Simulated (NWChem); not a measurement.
Molecule: C2H8O2Si; SMILES [SiH3]OCCO

```xyz
13

O     -0.2633    -2.9241    -0.0631
C      0.5164    -1.7388    -0.0115
C     -0.3618    -0.4881    -0.0093
O      0.4833     0.6553     0.0351
Si    -0.1055     2.2094    -0.0181
H     -0.7098    -3.0262     0.7915
H      1.1858    -1.7155     0.8615
H      1.1425    -1.7409    -0.9083
H     -0.9909    -0.4844    -0.9109
H     -1.0317    -0.5063     0.8664
H     -0.8754     2.4582    -1.2711
H     -1.0057     2.4899     1.1383
H      1.0738     3.1046     0.0362
```
Atoms are numbered in this order, from 1.

Computed with NWChem. All runs use the structure optimised with B3LYP/6-31G* (spherical d).

### Question
What does the run give for Hartree-Fock/def2-SVP? Quantities: highest occupied level (eV); orbital gap (eV); dipole (D).

### Answer
- highest occupied level (eV): -12.08
- orbital gap (eV): 16.19
- dipole (D): 1.79
